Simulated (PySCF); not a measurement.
PySCF input (BP86/6-31G* (5d)):

```python
from pyscf import gto, dft

mol = gto.M(
    atom='''
    C    -0.35735500   -1.44615700   -0.18651300
    C    -1.28924800   -0.37269100   -0.07772700
    C    -0.89589400    0.93961500    0.09323500
    N     0.39376700    1.30026300    0.16949200
    C     1.23866200    0.26872300    0.06370100
    N     0.96423600   -1.01956100   -0.10136300
    H    -2.35674900   -0.58826200   -0.13065700
    H    -1.62454400    1.75173700    0.17495100
    H     2.29828900    0.53466400    0.12262400
    ''',
    basis='6-31g*',
    charge=-1,
    spin=0,
    verbose=4,
)

mf = dft.RKS(mol, xc='bp86')
mf.grids.level = 3
mf.conv_tol = 1e-9
mf.max_cycle = 100
mf.max_memory = 1500
mf.kernel()
if not mf.converged:
    mf = mf.newton()
    mf.kernel(mf.make_rdm1())
mf.dip_moment()
```

From the output:

```
number of NR pGTOs = 174
number of NR cGTOs = 90
basis = 6-31g*
ecp = {}

******** <class 'pyscf.dft.rks.RKS'> ********
method = RKS
initial guess = minao
damping factor = 0
level_shift factor = 0
DIIS = <class 'pyscf.scf.diis.CDIIS'>
diis_start_cycle = 1
diis_space = 8
diis_damp = 0
SCF conv_tol = 1e-09
SCF conv_tol_grad = None
SCF max_cycles = 100
direct_scf = True
direct_scf_tol = 1e-13
XC library pyscf.dft.libxc version 7.1.2
    S. Lehtola, C. Steigemann, M. J. T. Oliveira, and M. A. L. Marques,  SoftwareX 7, 1–5 (2018)
XC functionals = bp86
    A. D. Becke,  Phys. Rev. A 38, 3098 (1988)
    J. P. Perdew,  Phys. Rev. B 33, 8822 (1986)
    J. P. Perdew,  Phys. Rev. B 34, 7406–7406 (1986)
radial grids:
    Treutler-Ahlrichs [JCP 102, 346 (1995); DOI:10.1063/1.469408] (M4) radial grids

becke partition: Becke, JCP 88, 2547 (1988); DOI:10.1063/1.454033
pruning grids: <function nwchem_prune>
grids dens level: 3
symmetrized grids: False
atomic radii adjust function: <function treutler_atomic_radii_adjust>
small_rho_cutoff = 0
Set gradient conv threshold to 3.16228e-05
Initial guess from minao.
tot grids = 113704
init E= -264.411570809483
  HOMO = -0.228253861092293  LUMO = -0.120577164303862  gap/eV = 2.93003
cycle= 1 E= -263.557877255005  delta_E= 0.854  |g|= 0.571  |ddm|= 3.47
  HOMO = 0.221837510463954  LUMO = 0.227958307480199  gap/eV = 0.16656
cycle= 2 E= -263.263702184807  delta_E= 0.294  |g|= 1.15  |ddm|= 4.31
  HOMO = 0.0942787299897714  LUMO = 0.170418024482126  gap/eV = 2.07186
cycle= 3 E= -263.622273869654  delta_E= -0.359  |g|= 0.358  |ddm|= 3.72
  HOMO = 0.101264550424438  LUMO = 0.150000515732982  gap/eV = 1.32617
cycle= 4 E= -263.655518472492  delta_E= -0.0332  |g|= 0.126  |ddm|= 0.534
  HOMO = 0.0961752559681743  LUMO = 0.148606097855405  gap/eV = 1.42672
cycle= 5 E= -263.658761974687  delta_E= -0.00324  |g|= 0.0561  |ddm|= 0.147
  HOMO = 0.0974426956428194  LUMO = 0.151765939116902  gap/eV = 1.47821
cycle= 6 E= -263.659464845568  delta_E= -0.000703  |g|= 0.0124  |ddm|= 0.0572
  HOMO = 0.097512379494793  LUMO = 0.151289484286419  gap/eV = 1.46335
cycle= 7 E= -263.659492694457  delta_E= -2.78e-05  |g|= 0.0059  |ddm|= 0.0161
  HOMO = 0.0971813472553502  LUMO = 0.151220659176842  gap/eV = 1.47048
cycle= 8 E= -263.659501502494  delta_E= -8.81e-06  |g|= 0.000868  |ddm|= 0.00731
  HOMO = 0.0970763843297946  LUMO = 0.15121244308553  gap/eV = 1.47312
cycle= 9 E= -263.65950157762  delta_E= -7.51e-08  |g|= 0.000688  |ddm|= 0.00221
  HOMO = 0.0970861008544812  LUMO = 0.151195741265009  gap/eV = 1.47240
cycle= 10 E= -263.659501709798  delta_E= -1.32e-07  |g|= 0.00012  |ddm|= 0.000852
  HOMO = 0.0970889228080467  LUMO = 0.151193578389877  gap/eV = 1.47226
cycle= 11 E= -263.659501713524  delta_E= -3.73e-09  |g|= 3.6e-05  |ddm|= 0.000188
  HOMO = 0.0970884233304634  LUMO = 0.151192794558388  gap/eV = 1.47225
cycle= 12 E= -263.659501713801  delta_E= -2.77e-10  |g|= 1.19e-05  |ddm|= 3.83e-05
  HOMO = 0.0970898899767469  LUMO = 0.151194843142269  gap/eV = 1.47227
Extra cycle  E= -263.659501713702  delta_E= 9.91e-11  |g|= 2.29e-05  |ddm|= 3.66e-05
converged SCF energy = -263.659501713702

WARN: System has nonzero charge -1; the dipole moment is origin-dependent.
Location of origin: [0. 0. 0.]

Dipole moment(X, Y, Z, Debye): -0.70226,  3.47825,  0.40994
```

The dipole moment of an ion depends on the origin.

The geometry given is a B3LYP-D3(BJ)/def2-TZVP minimum.
